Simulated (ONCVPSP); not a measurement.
## Bi: ONCV pseudisation with PBE, scalar-relativistic reference atom.

- Element: Bi
- Generator: ONCVPSP 4.0.1
- Type: optimised norm-conserving Vanderbilt (ONCV)
- Functional: PBE
- Relativity: scalar-relativistic
- Frozen core: [Kr] 4d10 4f14
- Valence charge: 23
- Reference configuration: 5s2 5p6 5d10 6s2 6p3
- Partial waves: 5s+6s: rc 1.55 bohr, ncon 3, nbas 6, qcut 7.6 1/bohr, 3 projectors, debl 0.9 Ha; 5p+6p: rc 1.80 bohr, ncon 3, nbas 7, qcut 5.9 1/bohr, 3 projectors, debl 3.2 Ha; 5d: rc 1.55 bohr, ncon 3, nbas 7, qcut 10.5 1/bohr, local
- Local potential: the d channel
- Core correction: Teter function, fcfact 4.25, rcfact 1.65

All-electron outer shells of the reference configuration (PBE, scalar-relativistic, ld1.x):

| shell | level (eV) | outermost node (bohr) | outermost maximum (bohr) |
| --- | --- | --- | --- |
| 4d | -430.06 | 0.19 | 0.38 |
| 5s | -157.79 | 0.44 | 0.77 |
| 4f | -152.59 | – | 0.34 |
| 5p | -95.86 | 0.48 | 0.86 |
| 5d | -27.08 | 0.51 | 1.03 |
| 6s | -14.48 | 0.98 | 1.88 |
| 6p | -4.57 | 1.14 | 2.44 |

Question: Does the generator finish with these settings?

Answer: Yes, a potential is produced and its reference levels are reproduced.

Question: Estimate the cutoffs (Ha) at which the residual kinetic energy of the hardest occupied pseudo-wave falls to 1 and 0.1 mHa per electron.

Answer: 28 Ha and 33 Ha.

Question: Does the potential have ghost states?

Answer: No bound ghost flagged; GHOST(+) flagged for s at 566.5 eV.

Question: Which valence shell sets the plane-wave cutoff?

Answer: 5d: 28 Ha for 1 mHa per electron, against 22 Ha for 6s.

Question: Tests: 5s2 5p6 5d10 6s2 6p2; 5s2 5p6 5d10 6s2 6p1; 5s2 5p6 5d10 6s2 6p0; 5s2 5p6 5d9 6s2 6p4. Which has the largest error in its energy relative to the reference configuration, and how large is it?

Answer: 5s2 5p6 5d10 6s2 6p0, with -27 meV (all-electron minus pseudo) on +46.50 eV.
